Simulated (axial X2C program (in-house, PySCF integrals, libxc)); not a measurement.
What spin–orbit coupling does to TaN⁻

All values were computed with an in-house all-electron X2C program for linear molecules (integrals from PySCF). Spin-free means the one-electron spin-free X2C Hamiltonian; two-component (2c) means X2C with spin–orbit coupling and atomic mean-field two-electron Coulomb and Gaunt terms, so the difference of the two also holds small scalar two-electron terms. Basis: Ta dyall-acv3z [14s15p10d7f4g], N dyall-av3z [7s7p3d2f] (cores contracted in-house); Gaussian nuclei, density fitting, unrestricted open shells. Masses: Ta 180.948 u, N 14.003 u.

Spin-free state: M_S = 1/2, Λ = 2 (beyond evenly filled blocks: δ+α); fragments Ta- + N.

| level | Re (Å) | ωe (cm⁻¹) | De (eV) | μ (D) |
| --- | --- | --- | --- | --- |
| PBE0 | 1.692 | 1079.6 | 7.255 | -2.91 |
| PW91 | 1.711 | 1032.4 | 8.011 | -2.99 |

Dipoles are positive if N is the positive end and refer to the centre of mass.

Question: Within this multiplet, which Ω should lie lowest by the rule for regular and inverted multiplets?

Answer: The open δ shell holds one electron, so the multiplet is regular: Ω = Λ − 1/2 = 3/2. The PBE0 2c search agrees.

Two-component determinant lowest at the distance of the search:

Ω = 3/2 (⟨Sz⟩ = -0.50, ⟨Lz⟩ = 2.00 at PBE0); fragments Ta- + N.

```tsv
level	Re (Å)	ωe (cm⁻¹)	μ (D)
PBE0	1.691	1077.0	-2.90
PW91	1.711	1029.7	-2.97
```

Question: From the two tables, how do the constants change at the PBE0 level (2c against spin-free)?

Answer: At the PBE0 level Re is unchanged within 0.001 Å and ωe falls by 2.6 cm⁻¹.

Occupations by symmetry block were frozen at the best pattern of an incomplete PBE0 search. Dissociation energies refer to the lowest single-determinant-based atoms at the same level and basis. De is not given where an atomic determinant may have missed its ground term or J level, or where the truncated virtual space spoils (T). Density functionals use the spin component along the axis (collinear). Without a current term, density functionals place determinants with orbital angular momentum somewhat too high. At some level and bond length an empty orbital lies below a filled one. Some points did not converge and are left out. The highest occupied level of some functionals is positive through self-interaction error; at Hartree–Fock it is bound. The determinant is spin-polarised beyond a pure state at some levels (its spin-free form has ⟨S²⟩ too high), which makes Re and μ there less reliable.
